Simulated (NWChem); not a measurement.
System: BSiH₅; SMILES [SiH3]B

Results from NWChem. The geometry was optimised at B3LYP/6-31G* (spherical d). Ions are spin-unrestricted doublets at the neutral geometry; other ion states weren't tried.

For level PBE/def2-SVP:

* **−ε(HOMO) (eV)**: 7.23

Problem. What are these values for level B3LYP/def2-SVP?

Solution. 
| Quantity | Value |
|---|---|
| −ε(HOMO) (eV) | 8.26 |
